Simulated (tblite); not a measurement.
A tight-binding relaxation on `[GaH2][CH2][C@@H]1C=[CH][GeH2][CH2]1`.

Computed with GFN2-xTB geometry optimisation, gas phase (tblite 0.8.0). Start geometry: from a force field or distance geometry. The input is one job of a driver script: a line of settings, then coordinates in Å.

Command:
```bash
OMP_NUM_THREADS=1 python probes_run.py task.json out
```

Input:
```
{"job": {"kind": "relax", "xc": "GFN2-xTB", "basis": "xTB"}, "charge": 0, "multiplicity": 1}
Ga     2.951700    -0.410400     0.304600
C      1.243700    -0.993500    -0.272700
C     -0.083300    -0.325300     0.000500
C     -1.158100    -1.084500    -0.616400
C     -2.293600    -0.477000    -0.872100
Ge    -2.020600     1.372200    -0.302500
C     -0.050200     1.123400    -0.463700
H      4.361800    -1.011100     0.484600
H      3.162900     1.220100     0.032700
H      1.364800    -1.012900    -1.365600
H      1.182900    -2.010200     0.182500
H     -0.188900    -0.262500     1.117100
H     -1.055700    -2.177400    -0.839300
H     -3.171600    -0.894000    -1.324300
H     -2.444100     1.539100     1.153100
H     -2.562000     2.387100    -1.281800
H      0.286900     1.258700    -1.490400
H      0.464600     1.764500     0.277200
```

Output:
```
step      E/eV     max force
  0    -525.64740    2.730
  1    -525.92926    1.830
  2    -526.07269    0.954
  3    -526.18130    0.921
  4    -526.23616    0.977
  5    -526.29725    0.693
  6    -526.33378    0.594
  7    -526.36778    0.429
  8    -526.38434    0.261
  9    -526.39808    0.282
... (166 lines left out)
176    -526.62350    0.021
177    -526.62361    0.022
178    -526.62372    0.028
179    -526.62383    0.025
180    -526.62391    0.023
181    -526.62398    0.024
182    -526.62405    0.021
183    -526.62410    0.019
184    -526.62415    0.013
185    -526.62418    0.009
```

«max force» is the largest atomic force in eV/Å.

**Question.** From which step on does the largest force stay under 0.1 eV/Å, and how much energy is left to gain from there?

**Answer.** From step 112 (0.097 eV/Å), 20.6 meV above the end.

Summary of the converged run: energy lowered by 22.5 kcal/mol over 185 steps; largest atomic force 0.009 eV/Å at the end.

**Question.** Give the final coordinates.

**Answer.** 0.696 Å rms from the input after alignment:
```
atom  x, y, z in Å
Ga1    2.8066   -0.0122    0.0505
C2     1.2884   -1.1214   -0.7182
C3     0.0482   -0.5593   -0.0053
C4    -1.2254   -1.1800   -0.5095
C5    -2.3043   -0.4332   -0.7157
Ge6   -1.9308    1.4240   -0.2887
C7    -0.0073    0.9715   -0.1459
H8     2.9714    0.1321    1.6197
H9     3.8956    0.7970   -0.7628
H10    1.1877   -0.9786   -1.8027
H11    1.3655   -2.2011   -0.5405
H12    0.1315   -0.8131    1.0639
H13   -1.2064   -2.2497   -0.6773
H14   -3.2331   -0.8551   -1.0638
H15   -2.5611    1.9251    0.9841
H16   -2.2466    2.4329   -1.3594
H17    0.4854    1.2658   -1.0807
H18    0.5261    1.4617    0.6758
```

Time: 1.6 s of wall time. Hardware: one thread of an Arm Neoverse V1, shared host.
Labels such as C1 count atoms from 1, the log's own numbers from 0.
